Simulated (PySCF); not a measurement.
Potential energy of RbI along the bond

Set-up: Rb def2-SVP with ECP28, I def2-SVP with ECP28; scalar-relativistic core potentials (PySCF 2.14). Energies in eV from Rb + I in their ground configurations at the same level. State: ¹Σ⁺ (singlet), closed shell.

Curves on a restricted Hartree–Fock reference rise too fast on stretching and do not dissociate correctly.

| R (Å) | RHF-MP2 | PBEsol | RHF | PBE0 |
| --- | --- | --- | --- | --- |
| 2.780 | -2.484 | -2.960 | -1.820 | -2.793 |
| 2.910 | -2.855 | -3.264 | -2.234 | -3.124 |
| 3.039 | -3.060 | -3.420 | -2.475 | -3.300 |
| 3.136 | -3.136 | -3.469 | -2.576 | -3.361 |
| 3.233 | -3.164 | -3.476 | -2.625 | -3.378 |
| 3.330 | -3.156 | -3.452 | -2.636 | -3.362 |
| 3.459 | -3.105 | -3.386 | -2.607 | -3.304 |
| 3.621 | -3.000 | -3.270 | -2.524 | -3.195 |
| 3.815 | -2.840 | -3.104 | -2.385 | -3.033 |
| 4.074 | -2.603 | -2.868 | -2.170 | -2.798 |

Question: Put a parabola through the three lowest points of the RHF-MP2 curve and estimate Re, k and ωe (reduced mass 50.87 u; 1 eV/Å² = 0.16022 mdyn/Å; ωe = 1302.8·√(k/μ) cm⁻¹).

Answer: Through R = 3.136, 3.233, 3.33 Å the second-order coefficient is 1.91 eV/Å², so Re ≈ 3.260 Å, k ≈ 0.613 mdyn/Å and ωe ≈ 143 cm⁻¹. A polynomial fit of higher order to the unrounded RHF-MP2 energies gives Re = 3.256 Å, k = 0.565 mdyn/Å, ωe = 137 cm⁻¹; anharmonicity and rounding make the difference.

The higher-order fit for each curve: RHF-MP2: Re = 3.256 Å, ωe = 137 cm⁻¹, De = 3.16 eV; PBEsol: Re = 3.202 Å, ωe = 139 cm⁻¹, De = 3.48 eV; RHF: Re = 3.314 Å, ωe = 131 cm⁻¹, De = 2.64 eV; PBE0: Re = 3.229 Å, ωe = 137 cm⁻¹, De = 3.38 eV.

Correlated steps freeze 4 core orbitals. Correlated levels converge slowly with the basis: in double zeta they bind strong bonds too weakly, by up to about 1 eV, and carry superposition errors of some tenths. These are scalar-relativistic numbers at best; spin–orbit coupling would shift them, the dissociation energy most. Where the molecule has an RHF reference, its open-shell atoms are computed with UHF.
